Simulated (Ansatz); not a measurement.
Saddle point of ZnH2BrCl, singlet (ZnBrCl + H₂ → ZnHCl ([Cl][ZnH]) + HBr; bonds formed: Zn1–H5, Br2–H4; bonds broken: Zn1–Br2, H4–H5), PBE0-D4/def2-TZVP structure:

```xyz
5
angstrom
Zn -0.5430 0.0678 0.3914
Br 1.0827 -0.8364 -1.4810
Cl -2.4722 -0.6033 0.8706
H 1.1460 0.3526 -0.3306
H 0.7865 1.0192 0.5496
```

Energies are electronic, without zero-point energy. Barriers and step energies count from the start structure reached by relaxing down the imaginary mode; all methods use the PBE0-D4 structures, on which another method's saddle can fall below an end. Computed with Ansatz 0.2.0 (basis: def2-TZVPP, with def2-QZVPP for the basis limit); correlated methods freeze the cores. The 3s and 3p shells of Cu and Zn are frozen; filled d shells are correlated. The def2 sets are not built for correlating such inner shells, so the correlated values are less sure here. B3LYP uses VWN-RPA correlation. Extrapolation: Hartree–Fock as exp(−7.88 √X), correlation as X^−2.97.

```
      method  barrier (kJ/mol)  step energy (kJ/mol)
       SPW92             101.4                  82.2
      PBE-D4             131.2                  95.2
     BLYP-D4             145.7                  95.6
   r2SCAN-D4             140.7                 102.6
      B97M-V             144.6                  90.0
     PBE0-D4             145.2                 102.6
    B3LYP-D4             155.1                 100.8
  r2SCAN0-D4                 ?                 108.0
    BHLYP-D4             171.5                 109.1
CAM-B3LYP-D4             159.1                  98.8
     wB97X-V             164.8                 103.5
     wB97M-V             162.8                 101.3
      B2PLYP             161.7                 105.4
    PBE-QIDH             158.5                 109.3
  RPA on PBE                 ?                  93.3
          HF                 ?                 124.4
         MP2             164.3                 107.7
        CCSD             169.0                 102.7
     CCSD(T)             161.5                 101.6
```

(1) Fill in the withheld barriers. (Judge from chemistry; the value comes from the calculation.)

No T1 diagnostic of these runs exceeds 0.012.

## Answers

(1) By the calculation: RPA on PBE 157.7; HF 209.6; r2SCAN0-D4 151.5 kJ/mol. Each is the energy of the saddle less that of the start structure, by the same method.

For comparison, the barrier by CCSD(T) at an estimated basis limit (MP2 extrapolated from triple and quadruple zeta, plus CCSD(T) − MP2 in triple zeta) is 167.2 kJ/mol.

Labels in which every atom is bracketed show which atoms are joined, not bond orders.

For scale, one of the runs: CCSD(T)/def2-TZVPP, 182 basis functions, launched by `ansatz run in.yaml --threads 4 --pin off --events-out ev --progress --plain --max-ram 9574MiB`. The run took 40 s on 4 CPU threads of an Arm Neoverse V2 (shared host), with 1.7 GiB of host memory at its peak.
